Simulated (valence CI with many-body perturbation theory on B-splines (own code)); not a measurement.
**Fe VI: E2, M1 decay**

Computed by relativistic CI+MBPT: three valence electrons over a frozen Dirac-Fock core [Ar], radial functions for each j: 9 s, 9 p, 10 d, 8 f, 5 g, 3 h, 1 i, with the one-electron correlation potential Σ1, the two-electron term Σ2, the three-electron term Σ3, Breit, model QED; selected CI, second order for the rest, scaled by the run's own slope (own B-spline code, finite nucleus).

Set against measurement, 33 paired levels are off by 487 cm⁻¹ on average, the worst by 1013. These come from a selection out of Corliss and Sugar, J. Phys. Chem. Ref. Data 11, 135 (1982). Levels without a partner in it may be off by more, other configurations by 1,000 to 8,000 cm⁻¹. The list stops below the first excitations out of the core.

Lines 51 to 100 of 120 in falling wavelength, among levels below 330630 cm⁻¹, chosen from the decays that carry over 1 % of a level's rate. Wavelengths and rates use the calculated energies, so an error of 500 cm⁻¹ moves a line at 380.8 nm by 1.9 % and its rate by three times that or more. Electric multipoles are in the length gauge, E1 and E2 with the static RPA response of the core. S is in atomic units (e²a₀⁴ for E2 and M2, e²a₀⁶ for E3), for M1 in squared Bohr magnetons. Weak lines are less certain than strong ones. Lines between different terms over intervals too small for the method are left out, as are lines whose strength nearly cancels.

Names give the largest LS component (configuration and term), which can be under half, so a name can repeat, a term be missing and a line seem to break the LS rules; names also repeat where a configuration has a term twice. Letters in brackets count levels of one name in rising energy.

| λ vac (nm) | λ from measured levels | Upper | Lower | Type | A (s⁻¹) | S (a.u.) |
| --- | --- | --- | --- | --- | --- | --- |
| 380.8 | 393.0 | 3d³ ²D_3/2 [b] | 3d³ ²F_5/2 | M1 | 3.40e-01 | 2.78e-03 |
| 380.0 | 392.3 | 3d³ ²D_5/2 [b] | 3d³ ²F_7/2 | E2 | 4.96e-01 | 2.10e+00 |
| 380.0 | 392.3 | 3d³ ²D_5/2 [b] | 3d³ ²F_7/2 | M1 | 3.21e-01 | 3.92e-03 |
| 377.9 | 384.8 | 3d³ ²F_5/2 | 3d³ ²G_7/2 | M1 | 1.40e-01 | 1.69e-03 |
| 377.9 | 384.8 | 3d³ ²F_5/2 | 3d³ ²G_7/2 | E2 | 1.36e-01 | 5.62e-01 |
| 374.0 | 381.5 | 3d³ ²P_3/2 | 3d³ ⁴F_3/2 | M1 | 3.02e-01 | 2.35e-03 |
| 373.6 | 363.2 | 3d³ ²H_9/2 | 3d³ ⁴F_7/2 | M1 | 4.03e-03 | 7.78e-05 |
| 359.1 | 366.4 | 3d³ ²D_5/2 [a] | 3d³ ⁴F_7/2 | M1 | 9.98e-01 | 1.03e-02 |
| 350.6 | 357.5 | 3d³ ²D_5/2 [a] | 3d³ ⁴F_5/2 | M1 | 1.29e-01 | 1.24e-03 |
| 349.1 | 355.7 | 3d³ ²D_3/2 [a] | 3d³ ⁴F_5/2 | M1 | 7.31e-01 | 4.61e-03 |
| 344.4 | 351.1 | 3d³ ²D_5/2 [a] | 3d³ ⁴F_3/2 | M1 | 4.10e-02 | 3.73e-04 |
| 343.0 | 349.3 | 3d³ ²D_3/2 [a] | 3d³ ⁴F_3/2 | M1 | 3.91e-01 | 2.34e-03 |
| 229.5 | 232.1 | 3d³ ²D_5/2 [b] | 3d³ ²D_3/2 [a] | E2 | 1.39e+00 | 4.75e-01 |
| 229.5 | 232.1 | 3d³ ²D_5/2 [b] | 3d³ ²D_3/2 [a] | M1 | 3.17e-01 | 8.53e-04 |
| 228.9 | 231.4 | 3d³ ²D_5/2 [b] | 3d³ ²D_5/2 [a] | E2 | 7.17e-01 | 2.41e-01 |
| 227.2 | 229.5 | 3d³ ²D_3/2 [b] | 3d³ ²D_5/2 [a] | M1 | 8.31e-01 | 1.44e-03 |
| 227.2 | 229.5 | 3d³ ²D_3/2 [b] | 3d³ ²D_5/2 [a] | E2 | 3.32e-01 | 7.17e-02 |
| 225.2 | 226.2 | 3d³ ²F_7/2 | 3d³ ⁴F_9/2 | M1 | 2.43e-01 | 8.21e-04 |
| 221.1 | 222.1 | 3d³ ²F_7/2 | 3d³ ⁴F_7/2 | M1 | 1.67e-02 | 5.36e-05 |
| 219.3 | 220.2 | 3d³ ²F_5/2 | 3d³ ⁴F_7/2 | M1 | 3.64e-02 | 8.54e-05 |
| 218.6 | 221.2 | 3d³ ²D_5/2 [b] | 3d³ ²P_1/2 | E2 | 5.67e-01 | 1.52e-01 |
| 217.9 | 218.8 | 3d³ ²F_7/2 | 3d³ ⁴F_5/2 | M1 | 9.57e-02 | 2.94e-04 |
| 217.5 | 219.8 | 3d³ ²D_5/2 [b] | 3d³ ²P_3/2 | E2 | 6.84e-01 | 1.78e-01 |
| 217.5 | 219.8 | 3d³ ²D_5/2 [b] | 3d³ ²P_3/2 | M1 | 3.06e-01 | 7.01e-04 |
| 217.1 | 219.5 | 3d³ ²D_3/2 [b] | 3d³ ²P_1/2 | E2 | 1.37e+00 | 2.36e-01 |
| 216.1 | 217.0 | 3d³ ²F_5/2 | 3d³ ⁴F_5/2 | M1 | 3.00e-02 | 6.72e-05 |
| 215.9 | 218.2 | 3d³ ²D_3/2 [b] | 3d³ ²P_3/2 | E2 | 2.16e+00 | 3.62e-01 |
| 213.7 | 214.6 | 3d³ ²F_5/2 | 3d³ ⁴F_3/2 | M1 | 2.14e-01 | 4.64e-04 |
| 193.4 | 198.4 | 3d³ ²D_5/2 [b] | 3d³ ²G_9/2 | E2 | 1.01e+01 | 1.46e+00 |
| 190.9 | 195.7 | 3d³ ²D_5/2 [b] | 3d³ ²G_7/2 | E2 | 9.12e-01 | 1.24e-01 |
| 190.3 | 192.0 | 3d³ ²D_5/2 [b] | 3d³ ⁴P_5/2 | M1 | 1.27e+00 | 1.95e-03 |
| 189.7 | 194.4 | 3d³ ²D_3/2 [b] | 3d³ ²G_7/2 | E2 | 1.19e+01 | 1.04e+00 |
| 187.9 | 189.5 | 3d³ ²D_5/2 [b] | 3d³ ⁴P_3/2 | M1 | 2.18e-01 | 3.22e-04 |
| 186.7 | 188.3 | 3d³ ²D_3/2 [b] | 3d³ ⁴P_3/2 | M1 | 4.72e-01 | 4.56e-04 |
| 139.8 | 141.8 | 3d³ ²D_5/2 [b] | 3d³ ⁴F_7/2 | M1 | 2.25e-01 | 1.37e-04 |
| 137.8 | 139.8 | 3d³ ²D_3/2 [b] | 3d³ ⁴F_5/2 | M1 | 2.32e-01 | 9.01e-05 |
| 51.24 | 50.74 | 3d²4s ²F_5/2 | 3d³ ²D_3/2 [b] | E2 | 1.39e+03 | 2.64e-01 |
| 45.16 | 44.94 | 3d²4s ²F_5/2 | 3d³ ²F_5/2 | E2 | 3.34e+03 | 3.36e-01 |
| 41.83 | 41.58 | 3d²4s ²F_5/2 | 3d³ ²D_3/2 [a] | E2 | 3.98e+03 | 2.73e-01 |
| 41.81 | 41.55 | 3d²4s ²F_5/2 | 3d³ ²D_5/2 [a] | E2 | 2.44e+03 | 1.67e-01 |
| 41.62 | 41.59 | 3d²4s ²F_5/2 | 3d³ ²H_9/2 | E2 | 4.18e+04 | 2.80e+00 |
| 41.54 | 41.29 | 3d²4s ²F_7/2 | 3d³ ²D_5/2 [a] | E2 | 1.48e+04 | 1.31e+00 |
| 41.45 | 41.21 | 3d²4s ²F_5/2 | 3d³ ²P_1/2 | E2 | 5.16e+03 | 3.39e-01 |
| 41.44 | 41.41 | 3d²4s ²F_7/2 | 3d³ ²H_11/2 | E2 | 4.57e+04 | 3.99e+00 |
| 41.42 | 41.19 | 3d²4s ⁴F_5/2 | 3d³ ⁴P_5/2 | E2 | 1.45e+03 | 9.48e-02 |
| 41.41 | 41.16 | 3d²4s ²F_5/2 | 3d³ ²P_3/2 | E2 | 1.26e+04 | 8.21e-01 |
| 41.39 | 41.17 | 3d²4s ⁴F_3/2 | 3d³ ⁴P_3/2 | E2 | 3.44e+03 | 1.49e-01 |
| 41.36 | 41.13 | 3d²4s ⁴F_3/2 | 3d³ ⁴P_1/2 | E2 | 8.53e+03 | 3.69e-01 |
| 41.31 | 41.08 | 3d²4s ⁴F_5/2 | 3d³ ⁴P_3/2 | E2 | 7.01e+03 | 4.51e-01 |
| 41.29 | 41.06 | 3d²4s ⁴F_7/2 | 3d³ ⁴P_5/2 | E2 | 4.90e+03 | 4.20e-01 |
